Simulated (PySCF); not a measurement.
CH4O3. Atoms are numbered in the order given.

```xyz
8

O     -0.1606     0.7062     1.0927
C      0.3448     0.0213     0.0000
O     -0.0352    -1.3245     0.0000
O     -0.1606     0.7062    -1.0927
H      0.1658     0.2476     1.8780
H      1.4572    -0.0077     0.0000
H     -1.0069    -1.3180     0.0000
H      0.1658     0.2476    -1.8780
```

Geometry: r2SCAN-D4/def2-SVP. One conformer was computed; it need not be the lowest.

All values below come from PySCF with r2SCAN-D4/def2-SVP.

No scaling factor is applied to the harmonic values.

```json
[
 {"mode": "1", "ν (cm⁻¹)": "212", "IR (km/mol)": "26.6", "Raman (Å⁴/amu)": "4.8", "depolarisation": "0.75", "moving atoms (share of kinetic energy)": "H 85 %, O 14 %"},
 {"mode": "2", "ν (cm⁻¹)": "392", "IR (km/mol)": "27.9", "Raman (Å⁴/amu)": "5.9", "depolarisation": "0.75", "moving atoms (share of kinetic energy)": "H 66 %, O 30 %"},
 {"mode": "3", "ν (cm⁻¹)": "401", "IR (km/mol)": "202.6", "Raman (Å⁴/amu)": "0.5", "depolarisation": "0.57", "moving atoms (share of kinetic energy)": "H 94 %"},
 {"mode": "4", "ν (cm⁻¹)": "520", "IR (km/mol)": "36.4", "Raman (Å⁴/amu)": "1.6", "depolarisation": "0.40", "moving atoms (share of kinetic energy)": "O 76 %, H 19 %"},
 {"mode": "5", "ν (cm⁻¹)": "591", "IR (km/mol)": "93.5", "Raman (Å⁴/amu)": "2.9", "depolarisation": "0.75", "moving atoms (share of kinetic energy)": "O 58 %, H 40 %"},
 {"mode": "6", "ν (cm⁻¹)": "659", "IR (km/mol)": "44.1", "Raman (Å⁴/amu)": "2.7", "depolarisation": "0.56", "moving atoms (share of kinetic energy)": "O 58 %, C 22 %, H 20 %"},
 {"mode": "7", "ν (cm⁻¹)": "1008", "IR (km/mol)": "57.0", "Raman (Å⁴/amu)": "5.5", "depolarisation": "0.24", "moving atoms (share of kinetic energy)": "O 50 %, H 26 %, C 24 %"},
 {"mode": "8", "ν (cm⁻¹)": "1063", "IR (km/mol)": "200.1", "Raman (Å⁴/amu)": "2.2", "depolarisation": "0.72", "moving atoms (share of kinetic energy)": "C 46 %, O 32 %, H 22 %"},
 {"mode": "9", "ν (cm⁻¹)": "1092", "IR (km/mol)": "398.2", "Raman (Å⁴/amu)": "0.1", "depolarisation": "0.75", "moving atoms (share of kinetic energy)": "O 41 %, H 32 %, C 27 %"},
 {"mode": "10", "ν (cm⁻¹)": "1239", "IR (km/mol)": "0.4", "Raman (Å⁴/amu)": "8.2", "depolarisation": "0.75", "moving atoms (share of kinetic energy)": "H 84 %, C 10 %"},
 {"mode": "11", "ν (cm⁻¹)": "1300", "IR (km/mol)": "3.0", "Raman (Å⁴/amu)": "0.5", "depolarisation": "0.38", "moving atoms (share of kinetic energy)": "H 67 %, C 25 %"},
 {"mode": "12", "ν (cm⁻¹)": "1342", "IR (km/mol)": "126.5", "Raman (Å⁴/amu)": "6.5", "depolarisation": "0.58", "moving atoms (share of kinetic energy)": "H 72 %, O 17 %, C 10 %"},
 {"mode": "13", "ν (cm⁻¹)": "1443", "IR (km/mol)": "140.3", "Raman (Å⁴/amu)": "4.6", "depolarisation": "0.75", "moving atoms (share of kinetic energy)": "H 76 %, C 17 %"},
 {"mode": "14", "ν (cm⁻¹)": "1450", "IR (km/mol)": "37.7", "Raman (Å⁴/amu)": "3.8", "depolarisation": "0.75", "moving atoms (share of kinetic energy)": "H 61 %, C 35 %"},
 {"mode": "15", "ν (cm⁻¹)": "2968", "IR (km/mol)": "115.8", "Raman (Å⁴/amu)": "131.0", "depolarisation": "0.23", "moving atoms (share of kinetic energy)": "H 92 %"},
 {"mode": "16", "ν (cm⁻¹)": "3752", "IR (km/mol)": "31.9", "Raman (Å⁴/amu)": "89.2", "depolarisation": "0.28", "moving atoms (share of kinetic energy)": "H 94 %"},
 {"mode": "17", "ν (cm⁻¹)": "3843", "IR (km/mol)": "11.2", "Raman (Å⁴/amu)": "122.2", "depolarisation": "0.24", "moving atoms (share of kinetic energy)": "H 94 %"},
 {"mode": "18", "ν (cm⁻¹)": "3843", "IR (km/mol)": "102.7", "Raman (Å⁴/amu)": "14.8", "depolarisation": "0.75", "moving atoms (share of kinetic energy)": "H 94 %"}
]
```
